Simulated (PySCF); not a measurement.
Two-component Hartree-Fock for Sn⁴⁷⁺ (tin, charge +47)

Start: [He] 2s1; 2s1/2 filled at m_j = +1/2. Calculated with PySCF 2.14 in an uncontracted even-tempered set (17 s from 26 bohr⁻², ratio 2.4; 12 p from 34 bohr⁻², ratio 2.4; 5 d from 100 bohr⁻², ratio 2.6; 4 f from 160 bohr⁻², ratio 2.6): generalised Hartree-Fock with the X2C-1e Hamiltonian and a Gaussian nucleus; one run each with spin-orbit coupling (SO) switched off, then screened by Boettger's factors.

```tsv
spinor shell	electrons	ε, spin-free (eV)	ε, screened SO (eV)	weight of nominal j (screened SO)	rms radius, screened SO (bohr)
1s1/2	2	-34032.0	-34032.0	1.000	0.0330
2s1/2	1	-8313.5	-8313.5	1.000	0.127
```

```tsv
quantity	spin-free	screened SO
E (hartree)	-2860.98802	-2860.98802
M_J	1/2	1/2
⟨J²⟩	0.750	0.750
⟨L²⟩	0.000	0.000
⟨S²⟩	0.750	0.750
```

Each row is a mean over spinors that exchange with the open shell spreads, by up to 35.162 eV (1s1/2).

Breit and QED terms are absent; they matter most for the inner s and p1/2 levels.

Densities and radii are taken from the X2C orbitals without a picture-change correction, which distorts them close to the nucleus.

Without spin-orbit coupling the j labels of p, d and f shells carry no meaning; the spin-free column gives the mean over the occupied spinors of each nl shell.
